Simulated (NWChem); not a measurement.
Molecule: C3H6Cl2; SMILES ClC(Cl)(C)C

Results from NWChem. Pople sets run with spherical d functions. Geometry: optimised at PBE0/def2-SVP. Computed dipoles belong to the equilibrium geometry; the measured one is vibrationally averaged.

Measured dipole moment: 2.27 D (NIST CCCBDB, as tabulated in the package chemicals).

Q: Which of these levels lies farthest from the measured value, and how do the others fare: B3LYP/def2-SVP; B3LYP/3-21G; B3LYP/def2-SVPD; B3LYP/6-31G*; B3LYP/aug-cc-pVTZ; B3LYP/6-311++G**; B3LYP/def2-TZVP; B3LYP/6-31+G*; B3LYP/STO-3G?

A: B3LYP/3-21G.
```tsv
level	dipole moment (D)	computed − measured
B3LYP/STO-3G	2.68	+0.41
B3LYP/3-21G	2.74	+0.47
B3LYP/6-31G*	2.40	+0.13
B3LYP/6-31+G*	2.45	+0.18
B3LYP/def2-SVP	2.07	-0.20
B3LYP/def2-SVPD	2.35	+0.08
B3LYP/def2-TZVP	2.25	-0.02
B3LYP/6-311++G**	2.41	+0.14
B3LYP/aug-cc-pVTZ	2.31	+0.04
```
